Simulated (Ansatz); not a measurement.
Cartesian coordinates in Å:
```
F -0.1427 -2.9664 -2.0633
Al -0.0478 -1.8578 -0.8456
Zn 0.1516 -1.0683 1.4696
Si 0.0545 1.2418 0.8124
Se -0.1274 0.4628 -1.3542
H -1.1454 2.0733 1.0987
H 1.2573 2.1146 0.8824
```

Total charge 0; spin multiplicity 1.

Problem. List the r2SCAN/def2-TZVPP orbital energies in eV (Ansatz 0.2.0). (Estimate.)

Solution. The calculation gave: Occupied: -12333.96, -9435.53, -1791.42, -1574.61, -1517.93, -1411.84, -1411.83, -1411.81, -1144.87, -1007.48, -1007.47, -1007.42, -665.45, -210.72, -154.11, -154.07, -153.99, -141.83, -130.76, -111.35, -96.74, -96.66, -96.65, -86.57, -86.55, -86.39, -71.65, -71.53, -71.47, -54.47, -54.46, -54.40, -54.37, -54.36, -30.15, -17.80, -13.30, -12.50, -12.43, -12.36, -12.29, -12.21, -11.53, -10.14, -10.11, -9.75, -9.08, -8.46, -6.81, -6.49, -5.82. Lowest empty: -2.78, -2.77, -0.92, -0.72, -0.60, 0.04, 0.93, 1.65.
